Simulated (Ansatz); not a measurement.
`FBB([SiH3])Br`, 9 atoms. Charge 0, multiplicity 1. Correlated methods include outer-core shells of Br, which these sets cover unevenly. Scalar relativity is left out up to krypton. All runs use 4 threads of a server CPU on a shared host. Correlated methods freeze the cores.

(1) How many basis functions does each run have, and how long does it take in Ansatz? RKS PBE0-D4/def2-QZVPP energy; RKS ωB97M-V/def2-SVP energy; RKS r2SCAN-D4/def2-TZVPP energy and forces; direct RPA on PBE orbitals/def2-TZVPP energy; RHF-CCSD(T)/def2-SVP energy; RKS PBE0-D4/def2-SVP energy; RKS BLYP-D4/def2-TZVPP energy; RHF-CCSD(T)/def2-TZVPP energy; RHF-MP2/def2-QZVPP energy; RKS ωB97M-V/def2-QZVPP energy; RKS BHLYP-D4/def2-TZVPP energy; RKS ωB97X-V/def2-TZVPP energy. (Estimate.)

Answers

(1) The calculation gave: Other jobs shared the machine, so times are rough.

```
                                level                job  functions  wall time  peak host memory (GiB)
                 RKS PBE0-D4/def2-SVP             energy        112      1.5 s                    0.24
               RKS BLYP-D4/def2-TZVPP             energy        239      2.4 s                    0.31
              RKS BHLYP-D4/def2-TZVPP             energy        239      4.2 s                     0.7
direct RPA on PBE orbitals/def2-TZVPP             energy        239        6 s                    0.55
             RKS r2SCAN-D4/def2-TZVPP  energy and forces        239        6 s                    0.34
                 RKS ωB97M-V/def2-SVP             energy        112        6 s                    0.36
                 RHF-CCSD(T)/def2-SVP             energy        112        9 s                    0.54
               RKS ωB97X-V/def2-TZVPP             energy        239      9.5 s                    0.82
               RKS PBE0-D4/def2-QZVPP             energy        450       13 s                     1.8
               RKS ωB97M-V/def2-QZVPP             energy        450       24 s                     2.1
                   RHF-MP2/def2-QZVPP             energy        450       30 s                     2.6
               RHF-CCSD(T)/def2-TZVPP             energy        239    3.5 min                     4.6
```
